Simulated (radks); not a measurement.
The nuclear charge of the ytterbium ion Yb2+ is varied continuously with 68 electrons held in [Xe] 4f14. Method: scalar-relativistic Kohn-Sham, PBEsol, spin-polarised, spherical densities, point nucleus; computed with a radial shooting solver on a logarithmic mesh with Libxc functionals. By the Hellmann-Feynman theorem dE/dZ = E(electron-nucleus)/Z, the electronic potential at the nucleus. The scalar-relativistic energy here is not variational (the density holds large components alone), so the two differ by a part that grows with Z.

Z      E (hartree)  E(electron-nucleus)/Z (hartree)  HOMO  e(HOMO) (eV)  <r> HOMO (bohr)
69     -13562.8854                         -483.211    4f        -3.634           0.8952
69.25  -13684.8394                         -485.875    4f        -6.484           0.8542
69.5   -13807.4691                         -488.529    4f        -9.859           0.8245
69.75  -13930.7729                         -491.179    4f       -13.609           0.8004
70     -14054.7501                         -493.826    4f       -17.662           0.7798
70.25  -14179.4005                         -496.474    4f       -21.976           0.7616
70.5   -14304.7244                         -499.121    4f       -26.525           0.7452
70.75  -14430.7221                         -501.771    4f       -31.290           0.7302
71     -14557.3942                         -504.422    4f       -36.258           0.7163

The central difference of E at Z = 70 is -497.255 hartree, to compare with the third column; the second derivative is -10.8 hartree.
